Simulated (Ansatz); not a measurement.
C5H16GeSi, singlet, geometry from GFN2-xTB, with bond 13-3 at 2.4 times its length; CASSCF(4,5)/STO-3G in Ansatz (a first-principles code).

Input for Ansatz:
Ansatz 0.2 input:
```yaml
crystal:
  periodic: [false, false, false]
  atoms:
    - {symbol: Si, position_ang: [1.51666407, -0.17728054, -0.56475567]}
    - {symbol: C, position_ang: [2.33540448, 1.54130800, -0.53706282]}
    - {symbol: C, position_ang: [2.43963123, -1.32358570, 0.64308556]}
    - {symbol: Ge, position_ang: [-0.77659414, -0.00929203, 0.04621118]}
    - {symbol: C, position_ang: [-1.81893724, 1.07096718, -1.26232689]}
    - {symbol: C, position_ang: [-1.65718593, -1.79325011, 0.13575398]}
    - {symbol: C, position_ang: [-1.05378453, 0.84544734, 1.82650259]}
    - {symbol: H, position_ang: [1.65702183, -0.73271537, -1.92538709]}
    - {symbol: H, position_ang: [3.38183692, 1.49126948, -0.82125854]}
    - {symbol: H, position_ang: [2.28313217, 1.98400269, 0.45390783]}
    - {symbol: H, position_ang: [1.83783624, 2.21797375, -1.22549693]}
    - {symbol: H, position_ang: [2.00985948, -2.32092037, 0.63492186]}
    - {symbol: H, position_ang: [4.96128157, -1.54134274, 0.02559765]}
    - {symbol: H, position_ang: [2.38016750, -0.94866602, 1.66131130]}
    - {symbol: H, position_ang: [-1.44898383, 2.09120343, -1.31152631]}
    - {symbol: H, position_ang: [-2.86808543, 1.10867981, -0.98115101]}
    - {symbol: H, position_ang: [-1.75399073, 0.64402835, -2.25905636]}
    - {symbol: H, position_ang: [-2.71151260, -1.69027565, 0.37857769]}
    - {symbol: H, position_ang: [-1.19844432, -2.41930554, 0.89583904]}
    - {symbol: H, position_ang: [-1.58131726, -2.31280576, -0.81522407]}
    - {symbol: H, position_ang: [-2.11256559, 0.89921295, 2.06539263]}
    - {symbol: H, position_ang: [-0.56220324, 0.28018746, 2.61343571]}
    - {symbol: H, position_ang: [-0.65612233, 1.85640053, 1.84202281]}
basis:
  gaussian:
    orbitals: STO-3G
hamiltonian:
  xc: hf
magnetization: {spin_polarized: false}
correlation: {active_space: {window: {electrons: 4, orbitals: 5}}}
```

### Question
Write the output that Ansatz gives for this input, abridged.

### Answer

```
Functional definition: HF
847 factors; integrals over basis functions are off by at most 3.7e-5 eV
mean field evaluation 1: about -68934.5208 eV, gradient 2.3e1 eV
mean field evaluation 2: about -68934.7138 eV, gradient 2.3e1 eV
mean field evaluation 4: about -68939.1286 eV, gradient 3.5e0 eV
mean field evaluation 8: about -68939.2088 eV, gradient 2.6e-4 eV
mean field -68939.20525494 eV, -2533.4690644473 hartree, gradient 2.0e-6 eV, S^2 0.000000; 0 other end points of the search recorded, 0 dependent functions left out
reference -68939.20525494 eV, -2533.4690644473 hartree; 46, 46 occupied and 22, 22 virtual orbitals, 847 factors
state -68944.47738566 eV, -2533.6628116776 hartree
1 active orbitals were swapped for others, from the solution at -68944.47421404 eV, -2533.6626951231 hartree to that at -68944.47738566 eV, -2533.6628116776 hartree; typed "places" are swapped only where nearly empty or full, and so, without "given_window_search", are "orbital_numbers", "shells" and a window whose orbitals a file names under [Active]
Total energy: -68944.47738566 eV, -2533.6628116776 hartree
```
